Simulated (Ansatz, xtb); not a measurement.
# Relative energy of two isomers of FGeH5Si2

Structure I: `F[SiH2][Ge][SiH3]`, a singlet. Structure II: `[F][Ge][SiH2][SiH3]`, a singlet. Both are isolated molecules in the gas phase, relaxed with PBE0-D3(BJ)/pcseg-1; the shapes shown needn't be the lowest conformers.

I (Å):

```yaml
atoms:
  - { symbol: F, position_ang: [-2.8451, -0.3351, 1.2322] }
  - { symbol: Ge, position_ang: [-0.9845, -0.0731, -1.6613] }
  - { symbol: Si, position_ang: [-1.6974, 0.6230, 0.5513] }
  - { symbol: Si, position_ang: [0.7592, 1.6295, -1.3912] }
  - { symbol: H, position_ang: [-0.5808, 0.7045, 1.5422] }
  - { symbol: H, position_ang: [-2.3058, 1.9823, 0.3856] }
  - { symbol: H, position_ang: [0.5760, 2.6492, -0.3087] }
  - { symbol: H, position_ang: [1.9564, 0.7985, -1.0350] }
  - { symbol: H, position_ang: [1.0451, 2.3442, -2.6707] }
```

II (Å):

| atom | x (Å) | y (Å) | z (Å) |
| --- | --- | --- | --- |
| F | -1.7736 | 0.9644 | 2.2918 |
| Ge | -2.7160 | 2.3385 | 1.6053 |
| Si | -1.4230 | 2.2524 | -0.5213 |
| Si | 0.8542 | 1.9455 | -0.0595 |
| H | -1.9364 | 1.0700 | -1.2891 |
| H | -1.6439 | 3.4692 | -1.3681 |
| H | 1.3157 | 3.0027 | 0.8914 |
| H | 1.0625 | 0.6092 | 0.5676 |
| H | 1.6823 | 2.0409 | -1.3004 |

Q: Estimate which is lower in electronic energy at CCSD(T)/def2-SVP + ΔMP2/def2-TZVPP, and by roughly how much.

A: The CCSD(T)/def2-SVP + ΔMP2/def2-TZVPP calculation puts structure I lower, by 43.3 kJ/mol.

Level by level:

| level | geometry | E(II) − E(I) (kJ/mol) | departure from the last row (kJ/mol) | job, with rough time for the two |
| --- | --- | --- | --- | --- |
| PBE0-D3(BJ)/pcseg-1 | PBE0-D3(BJ)/pcseg-1 | +22.2 | −21.1 | optimisation, 2.1 min |
| HF/def2-SVP | PBE0-D3(BJ)/pcseg-1 | +31.3 | −12.0 | part of the CCSD(T) run |
| MP2/def2-SVP | PBE0-D3(BJ)/pcseg-1 | +26.5 | −16.8 | part of the CCSD(T) run |
| CCSD(T)/def2-SVP | PBE0-D3(BJ)/pcseg-1 | +22.2 | −21.2 | single point |
| CCSD(T)/def2-SVP + ΔMP2/def2-TZVPP | PBE0-D3(BJ)/pcseg-1 | +43.3 |  | single point, 42 s |

As drawn, II has 1 F–Ge, 1 Si–Si in place of 1 F–Si, 1 Ge–Si.

None of the levels shown reverses the order. The largest departure from CCSD(T)/def2-SVP + ΔMP2/def2-TZVPP is that of CCSD(T)/def2-SVP, 21.2 kJ/mol. Levels run at GFN2-xTB geometries aren't shown. The last row adds to CCSD(T) the change of the MP2 difference between the two basis sets, here +21.2 kJ/mol, a large step that makes the value less sure.

With harmonic frequencies from PBE0-D3(BJ)/pcseg-1 (ideal gas, rigid rotor, one conformer each, 200 K, 1 atm): on the last row, ΔE + ΔZPE = +41.6 kJ/mol. A mode under 50 cm⁻¹ makes harmonic enthalpies and free energies unreliable, so none is given.

The correlated steps freeze 20 core orbitals; the filled d shell of Ge is correlated, in a basis made for valence electrons. Run with Ansatz 0.2.0; the last row on 2 threads of Intel(R) Xeon(R) Platinum 8259CL CPU @ 2.50GHz (Skylake/Cascade Lake) on a shared host.
